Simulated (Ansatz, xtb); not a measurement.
**Two structures of CH3AlSn**

We compare a, a singlet given by its coordinates, with b, a singlet given by its coordinates. Both are isolated molecules in the gas phase, relaxed with B3LYP-D4/def2-TZVP.

a (Å):

```xyz
6

C    -0.7425   -0.7765   -0.8208
Al    1.1122   -0.2877   -1.3567
Sn   -1.2026   -2.5339    0.3874
H    -0.9611    0.1004   -0.1889
H    -1.3852   -0.7603   -1.7080
H    -0.3430   -1.8647    1.8112
```

Close contacts (Å): C1–Al2 1.99, C1–Sn3 2.18, C1–H4 1.10, C1–H5 1.10, Sn3–H6 1.79.

b (Å):

```yaml
atoms:
  - { symbol: C, position_ang: [0.5464, -0.9012, -0.7336] }
  - { symbol: Al, position_ang: [0.6955, 0.5142, 0.4375] }
  - { symbol: Sn, position_ang: [-0.6785, -1.9490, 0.5633] }
  - { symbol: H, position_ang: [-0.2758, -0.1375, 1.6486] }
  - { symbol: H, position_ang: [1.2919, 1.9340, 0.7460] }
  - { symbol: H, position_ang: [0.8779, -1.2244, -1.7106] }
```

Close contacts (Å): C1–Al2 1.84, C1–Sn3 2.07, Al2–Sn3 2.82, C1–H6 1.08, Al2–H4 1.68, Al2–H5 1.57, Sn3–H4 2.15.

Question: Estimate which is lower in electronic energy at CCSD(T)/def2-TZVPP, and by roughly how much.

Answer: The CCSD(T)/def2-TZVPP calculation puts structure b lower, by 6.0 kcal/mol.

The same difference at several levels:

```tsv
level	geometry	E(b) − E(a) (kcal/mol)	departure from the last row (kcal/mol)	job, with rough time for the two
B3LYP-D4/def2-TZVP	B3LYP-D4/def2-TZVP	−3.0	+3.1	optimisation, 60 s
HF/def2-TZVPP	B3LYP-D4/def2-TZVP	+0.5	+6.6	part of the CCSD(T) run
MP2/def2-TZVPP	B3LYP-D4/def2-TZVP	−11.1	−5.1	part of the CCSD(T) run
CCSD(T)/def2-TZVPP	B3LYP-D4/def2-TZVP	−6.0		single point, 73 s
```

HF/def2-TZVPP puts the two in the other order. The largest departure from CCSD(T)/def2-TZVPP is that of HF/def2-TZVPP, 6.6 kcal/mol. Levels run at GFN2-xTB geometries aren't shown.

With harmonic frequencies from B3LYP-D4/def2-TZVP (ideal gas, rigid rotor, one conformer each, 298.15 K, 1 atm): the zero-point term adds −0.9 kcal/mol; ΔH is −7.4 and ΔG −6.0 kcal/mol.

The correlated steps freeze 10 core orbitals; the filled d shell of Sn is correlated, in a basis made for valence electrons. Atoms past krypton carry core potentials in the def2 sets and no spin–orbit term is included. Mirror images aren't counted in ΔG. Codes used: Ansatz 0.2.0; the last row on 2 threads of Arm Neoverse V2 on a shared host.
